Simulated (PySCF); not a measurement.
Computed structure and properties of [Pr(PH3)]3+

System: [Pr(PH3)]3+ (singlet in the valence; each metal's 4f electrons, 2 of them, lie in its core potential, out of spins and levels); start: template (C3v). Method: PySCF 2.14.0, RKS PBE0, Pr lcecp-1-SVP with ECP48, P def2-SVP, H def2-SVP; non-relativistic Hamiltonian with scalar-relativistic core potentials where named; density fitting; no spin-orbit coupling.

Input of the relaxation:

```python
mol = gto.M(atom='''
Pr     0.00000     0.00000    -0.59111
P      0.00000     0.00000     2.38389
H      1.21001    -0.00000     3.12709
H     -0.60500     1.04790     3.12709
H     -0.60501    -1.04789     3.12709''',
    basis={'Pr': 'lcecp-1-SVP', 'P': 'def2-SVP', 'H': 'def2-SVP'},
    ecp={'Pr': 'lcecp-1-SVP'},
    charge=3, spin=0)
mf = dft.RKS(mol, xc='PBE0')
mf.grids.atom_grid = (50, 194)  # f atoms: unpruned, at least (60, 302)
mf = mf.density_fit()  # fitting sets: Pr AutoAux, P def2-universal-JKFIT, H def2-universal-JKFIT
mf.conv_tol = 1e-08; mf.max_cycle = 55
mf.kernel(dm0)  # dm0: converged density of the start geometry
# quasi-Newton relaxation in Cartesian coordinates to a largest gradient under 0.00045 Eh/bohr, steps kept in the point group
```

Run from Python with OMP_NUM_THREADS=2; the lines above give its settings. Where DIIS fails, smearing, a level shift and second-order steps follow.
It took 6.9 s on 2 threads of Arm Neoverse V2 (shared host), from the converged density of the start.

Course of the relaxation:

| step | energy above end (eV) | largest force component within the symmetry (eV/Å) |
| --- | --- | --- |
| 0 | 0.2525 | 1.296 |
| 1 | 0.0545 | 1.016 |
| 2 | 0.0068 | 0.398 |
| 3 | 0.0008 | 0.110 |
| 4 | 0.0000 | 0.017 |
| 5 | 0.0000 | 0.012 |

Relaxed geometry (C3v):

```xyz
5

Pr    0.0000    0.0000   -0.4981
P     0.0000    0.0000    2.5178
H     1.3232    0.0000    3.0514
H    -0.6616    1.1459    3.0514
H    -0.6616   -1.1459    3.0514
```

```json
{"contact": "Pr1–P2 (PH3)", "Å": "3.016"}
```

On the finer grid (75, 302):

* HOMO: -23.66 eV
* LUMO: -19.19 eV
* Dipole about the centre of mass: 1.68 D
* Set of Mulliken populations of Pr1 outside the core potential: s 2.12, p 6.05, d 0.48, f 0.01
* D3(BJ) dispersion energy (not in the energies): -0.143 eV

| atom | Mulliken (e) | Löwdin (e) | spin (e) |
| --- | --- | --- | --- |
| Pr1 | 2.34 | 2.16 | 0.00 |
| P2 | -0.07 | 0.53 | 0.00 |
| H3 | 0.24 | 0.10 | 0.00 |
| H4 | 0.24 | 0.10 | 0.00 |
| H5 | 0.24 | 0.10 | 0.00 |

The 4f levels lie in the core potential and are missing. Their spin isn't counted.

A rough frequency check found all modes real, so this is a minimum.

Taking off one PH3 (charge 0, singlet; the rest: singlet) in vacuum, both parts rigid, costs 5.06 eV; the small basis without counterpoise inflates it. Parting with an electron moved from the ligand to the metal can be far cheaper, even downhill.

Rigid scan of PH3 along the line from its metal:

```
distance to P2 (Å)  energy (eV)
              2.72        0.274
              2.82        0.108
              2.92        0.023
              3.02        0.000
              3.12        0.021
              3.22        0.074
              3.42        0.237
```

One start shape was tried, so this needn't be the lowest isomer.

An lcecp potential fixes the number of 4f electrons, so in runs with it no electron can move into or out of that shell.
